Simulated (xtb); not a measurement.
Ta(NH)(OH)(NH2)2 (H₆N₃OTa), SMILES [OH][Ta](=[NH])([NH2])[NH2], multiplicity 1. All values are semi-empirical tight-binding results from xtb (GFN2-xTB unless named), good for trends rather than for accurate numbers. The structure is a stationary point at GFN2-xTB. The spin state was assumed, not searched. The structure was generated by enumeration; whether it is a known compound was not checked. One conformer was computed; it need not be the lowest.

Optimised geometry:

Bonded distances (Å): Ta1–N2 1.793, Ta1–O4 1.857, Ta1–N6 2.003, Ta1–N9 2.003, N2–H3 1.011, O4–H5 0.955, N6–H7 1.012, N6–H8 1.015, N9–H10 1.012, N9–H11 1.015. Bond angles (°): N2–Ta1–O4 120.8, N2–Ta1–N6 102.6, N2–Ta1–N9 102.5, O4–Ta1–N6 110.9, O4–Ta1–N9 111.1, N6–Ta1–N9 108.0, Ta1–N2–H3 167.4, Ta1–O4–H5 158.5, Ta1–N6–H7 129.7, Ta1–N6–H8 122.7, H7–N6–H8 107.6, Ta1–N9–H10 129.5, Ta1–N9–H11 122.8, H10–N9–H11 107.6.
Charge 0, spin multiplicity 1.

For metal compounds this method's bond lengths and energies can be far off.

Computed properties:
```
Property                                       Value
-------------------------------------  -------------
point group as xtb finds it                       Cs
orbital gap                                  3.45 eV
zero-point energy                      44.4 kcal/mol
G − E(el) at 298.15 K (modified RRHO)  22.7 kcal/mol
```

Task: Give the atomic charges and the Wiberg bond orders between heavy atoms. (An estimate is asked for; the answer gives what the named calculation found.)

Result: charges (e) Ta1 0.83, N2 -0.47, H3 0.19, O4 -0.60, H5 0.29, N6 -0.46, H7 0.17, H8 0.16, N9 -0.46, H10 0.17, H11 0.16. Bond orders Ta1–N2 2.25, Ta1–O4 1.04, Ta1–N6 1.10, Ta1–N9 1.10.
